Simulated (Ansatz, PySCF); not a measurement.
Gas-phase reaction in SMILES: c1ccccc1 + 9 [H][H] (H2) → 6 C (CH4)
Geometries: B3LYP-D3(BJ)/def2-TZVP minima from Ansatz (a program for electronic structure). Unstable Hartree-Fock reference: c1ccccc1.

Property: energy of full hydrogenation (enthalpy at 298 K, with B3LYP-D3(BJ) rigid-rotor harmonic-oscillator terms from PySCF), in kcal/mol. Valence correlation only, unless marked. No spin-orbit coupling. No relativistic terms. CBS(X,Y): correlation extrapolated as X^-3; Hartree-Fock from the larger set. The bracket is a focal-point correction in the basis named.

From measured enthalpies of formation at 298 K: -126.8 kcal/mol (c1ccccc1 19.9, ATcT 1.112; [H][H] (H2) 0.0, ATcT 1.112; C (CH4) -17.8, ATcT 1.112). It holds spin-orbit effects, which the calculations lack, and core correlation, which the frozen-core levels lack.

| level | program | energy of full hydrogenation (kcal/mol) | error against measurement |
|---|---|---|---|
| HF/aug-cc-pVDZ | Ansatz | -154.0 | -27.2 |
| PBE0/STO-3G | Ansatz | -183.3 | -56.5 |
| PBE0-D4/def2-TZVP | Ansatz + dftd4 | -135.3 | -8.5 |
| B2PLYP-D3(BJ)/def2-TZVPD | Ansatz + dftd3 | -122.5 | 4.3 |
| MP2/6-31G | Ansatz | -109.7 | 17.1 |
| SCS-MP2/6-31G* | Ansatz | -120.0 | 6.8 |
| RI-MP2/CBS(cc-pVTZ,cc-pVQZ)+[CCSD(T)-MP2]/cc-pVTZ | Ansatz | -127.7 | -0.9 |

Nearest to the measured value here: RI-MP2/CBS(cc-pVTZ,cc-pVQZ)+[CCSD(T)-MP2]/cc-pVTZ; farthest: PBE0/STO-3G.
